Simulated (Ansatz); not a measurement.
Frontier orbitals of `[SiH3][SiH]1[CH2][SbH]1`.

Total charge 0; spin multiplicity 1. Correlated methods include outer-core shells of Sb, which these sets cover unevenly. Sb takes the def2 core potential. The structure was optimised at the PBE0-D4/def2-TZVP level. Basis def2-TZVPP, the Gaussian-basis code of Ansatz.

Orbital energies of one run (eV). Highest occupied ones, from the top: -6.13, -6.89, -7.84, -8.49, -9.44, -9.48, -9.96, -11.44, -12.76, -14.42, -15.02, -19.16, -34.33, -34.34. Empty: -1.30, -0.89, -0.16, -0.04, 0.88, 0.98.

Which functional gave them?
A. r2SCANh
B. LDA (SPW92)
C. revPBE
D. PBE0

A. HOMO energies: r2SCANh -6.13, LDA (SPW92) -5.74, revPBE -5.55, PBE0 -6.48 eV.
